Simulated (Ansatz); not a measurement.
Cartesian coordinates in Å:
```
S -0.719 -1.962 0.191
Si 0.471 -0.199 0.140
Se -0.422 1.251 -1.377
H -1.845 -1.316 0.540
H 0.545 0.493 1.450
H 1.816 -0.686 -0.250
H 0.154 2.419 -0.695
```

Total charge 0; spin multiplicity 1.

(1) List the PBE0/def2-TZVPP orbital energies in eV (Ansatz). (An estimate is asked.)

Results:

(1) The calculation gave: Occupied: -12361.65, -2422.61, -1803.80, -1584.46, -1421.49, -1421.46, -1421.41, -217.97, -214.88, -161.80, -161.73, -161.62, -158.46, -158.36, -158.20, -146.02, -100.71, -100.67, -100.64, -58.47, -58.45, -58.31, -58.23, -58.21, -20.91, -19.74, -14.79, -11.88, -11.41, -10.25, -9.55, -9.25, -7.74, -7.18. Lowest empty: -0.31, 0.07, 0.20, 0.52, 1.33, 1.65, 3.60, 4.01.
